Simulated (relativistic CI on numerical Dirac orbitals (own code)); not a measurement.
## Spin-allowed bands of a d7 ion in a tetrahedral site, by hand

Problem. Take Δ = 3200 cm⁻¹ and B = 720 cm⁻¹ for a d7 ion in a tetrahedral site. Calculate the three spin-allowed bands.

Working.
1. The terms of highest spin are 4F (energy 0) and 4P (15B = 10800 cm⁻¹). Here the F term splits into A2 at −1.2Δ = -3840, T2 at −0.2Δ = -640 and T1 at +0.6Δ = 1920 cm⁻¹.
2. The two T1 states mix through the element 0.4Δ: H = [[1920, 1280], [1280, 10800]], with roots ½(H₁₁ + H₂₂) ∓ ½√[(H₂₂ − H₁₁)² + 4H₁₂²] = ½(12720) ∓ ½(9242) = 1739 and 10981 cm⁻¹.
3. The ground term is 4A2 at -3840 cm⁻¹.
4. Bands: 4T2 3200 cm⁻¹ (3125 nm), 4T1(F) 5579 cm⁻¹ (1792 nm), 4T1(P) 14821 cm⁻¹ (675 nm).

Check. Exact diagonalisation of the whole d7 shell with these parameters gives 4T2 3200, 4T1 5579, 4T1 14821 cm⁻¹. The match is exact, since without spin-orbit coupling no other term has this spin. The ratio of the second band to the first, 1.743, depends on Δ/B = 4.4 alone, which is how a Tanabe-Sugano diagram is read.
